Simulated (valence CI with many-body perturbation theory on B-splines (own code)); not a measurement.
Results of a calculation; reference values are marked as such.
Mn¹¹⁺: configurations and terms from energies and g

Level of theory: valence CI with perturbative core correlation (CI+MBPT): four valence electrons over a frozen Dirac-Fock core [Ne], a basis of 11 s, 11 p, 10 d, 8 f, 5 g, 2 h functions for each j, with the one-electron correlation potential Σ1, the two-electron term Σ2, the three-electron term Σ3, Breit, model QED; selected CI, second order for the rest, scaled by the run's own slope (own B-spline code, finite nucleus).

No measured spectrum was set against this ion. As an estimate, levels of excited configurations hold to 0.05 to 0.15 % of their energy, terms of the ground configuration to about 0.5 %. Among the levels kept, up to 560 cm⁻¹ of a level comes from second order outside the variational space, and about a tenth of that is noise between levels of different J, which matters for small intervals.

```
No.  J  Parity  E (cm⁻¹)      g
  2  1    even      7224  1.500
  3  2    even     15041  1.466
  4  2    even     42302  1.034
  6  2     odd    195820  1.997
  7  1     odd    264400  0.525
  8  2     odd    264530  1.181
  9  3     odd    266590  1.333
 11  1     odd    303660  1.477
 12  2     odd    304100  1.469
 14  1     odd    386070  1.807
 15  2     odd    399220  0.669
 16  3     odd    404700  1.084
 18  4     odd    412730  1.250
```

Energies count from the lowest level. Strongly mixed levels and levels close to another of their J and parity, and those with J = 0 are left out, so the numbers can have gaps.

(1) Give configuration and LS term of each level.

## Answers

(1) 2: 3s²3p² ³P; 3: 3s²3p² ³P; 4: 3s²3p² ¹D; 6: 3s3p³ ⁵S°; 7: 3s3p³ ³D°; 8: 3s3p³ ³D°; 9: 3s3p³ ³D°; 11: 3s3p³ ³P°; 12: 3s3p³ ³P°; 14: 3s3p³ ³S°; 15: 3s²3p3d ³F°; 16: 3s²3p3d ³F°; 18: 3s²3p3d ³F°.
